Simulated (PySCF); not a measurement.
A structure optimised at PBE-D3(BJ)/def2-TZVP, used in a PySCF frequency run:

```
Al
H 1 1.6062
H 1 1.6062 2 115.95
Al 1 2.5931 2 122.02 3 -180.00
H 4 1.6062 1 122.02 2 -90.00
H 4 1.6062 5 115.95 1 180.00
```

Write its SMILES, formula and point group.

[AlH2][AlH2], Al2H4, D2d

What are its rotational constants (standard atomic weights)?

67.587, 4.4701, 4.4701 GHz
